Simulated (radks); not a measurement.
The nitrogen anion N2-, [He] 2s2 2p5, held by a Watson sphere: a shell of charge +2.96 at radius R that stands for the Madelung well of a crystal (potential energy -2.96/R inside, -2.96/r outside, in hartree with lengths in bohr). Method: scalar-relativistic Kohn-Sham, LDA (Slater exchange, Perdew-Wang correlation), spin-polarised, spherical densities, finite nucleus; open shells are filled with parallel spins first; Fermi nuclear charge, rms radius of each element as measured or else 0.836 A^(1/3) + 0.57 fm; computed with a radial shooting solver on a logarithmic mesh with Libxc functionals. Response by self-consistent Sternheimer equations with the Hartree and adiabatic LDA kernel, the relativistic mass of each level held fixed and spin-orbit coupling left out. The sphere does not respond.

\begin{tabular}{lrrrrrrr}
R (bohr) & e(2s down) (eV) & e(2p up) (eV) & e(2p down) (eV) & <r> 2p (bohr) & sum of <r^2> (bohr^2) & X-ray form factor at sin(theta)/lambda = 0.2 1/angstrom & alpha (bohr^3) \\ \hline
1.79 & -29.660 & -19.289 & -18.230 & 1.528 & 18.92 & 5.335 & 8.483 \\
2.42 & -24.980 & -15.275 & -14.332 & 1.741 & 23.93 & 4.916 & 15.85 \\
2.6 & -23.923 & -14.338 & -13.417 & 1.798 & 25.32 & 4.836 & 18.79 \\
2.63 & -23.758 & -14.190 & -13.272 & 1.808 & 25.55 & 4.824 & 19.32 \\
3.19 & -21.144 & -11.802 & -10.927 & 1.983 & 29.87 & 4.665 & 32.10 \\
3.26 & -20.872 & -11.548 & -10.676 & 2.004 & 30.42 & 4.652 & 34.14 \\
3.28 & -20.797 & -11.477 & -10.606 & 2.011 & 30.58 & 4.648 & 34.75 \\
3.42 & -20.291 & -11.001 & -10.135 & 2.055 & 31.68 & 4.626 & 39.26 \\
3.76 & -19.213 & -9.975 & -9.114 & 2.166 & 34.42 & 4.588 & 52.55 \\
\end{tabular}
